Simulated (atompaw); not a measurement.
# Reading a pseudo-wave (Te (Z = 52))

Columns: radius, all-electron u(r) and pseudo u(r) of the 5s shell (level -15.11 eV) of tellurium in the configuration [Kr] 4d10 5s2 5p4; PBE, scalar-relativistic, PAW (atompaw) scheme, atompaw 4.2.0.5.

| r (bohr) | all-electron | pseudo |
| --- | --- | --- |
| 0.085 | -0.1741 | 0.0782 |
| 0.169 | 0.1320 | 0.1546 |
| 0.254 | 0.2573 | 0.2304 |
| 0.338 | 0.0884 | 0.3031 |
| 0.423 | -0.1572 | 0.3735 |
| 0.508 | -0.3340 | 0.4404 |
| 0.592 | -0.3996 | 0.5022 |
| 0.677 | -0.3667 | 0.5601 |
| 0.762 | -0.2639 | 0.6129 |
| 0.846 | -0.1241 | 0.6597 |
| 0.931 | 0.0319 | 0.7015 |
| 1.015 | 0.1839 | 0.7371 |
| 1.100 | 0.3251 | 0.7674 |
| 1.185 | 0.4484 | 0.7919 |
| 1.269 | 0.5503 | 0.8105 |
| 1.354 | 0.6331 | 0.8240 |
| 1.438 | 0.6960 | 0.8322 |
| 1.523 | 0.7425 | 0.8356 |
| 1.608 | 0.7735 | 0.8344 |
| 1.692 | 0.7913 | 0.8290 |
| 1.777 | 0.7980 | 0.8196 |
| 1.862 | 0.7955 | 0.8064 |
| 1.946 | 0.7854 | 0.7902 |
| 2.031 | 0.7691 | 0.7706 |
| 2.115 | 0.7481 | 0.7484 |
| 2.200 | 0.7232 | 0.7232 |

(1) How many radial nodes do the two functions have?

(2) Is the pseudo-wave norm-conserving?

## Answers

(1) The all-electron 5s function has n − l − 1 = 4 (the table is too coarse to show those close to the nucleus); the pseudo-wave has 0, since the states of the same l below it are removed with the core.

(2) No, it belongs to a PAW set: the norm inside the radius is not constrained, and the difference is carried by the augmentation charge.
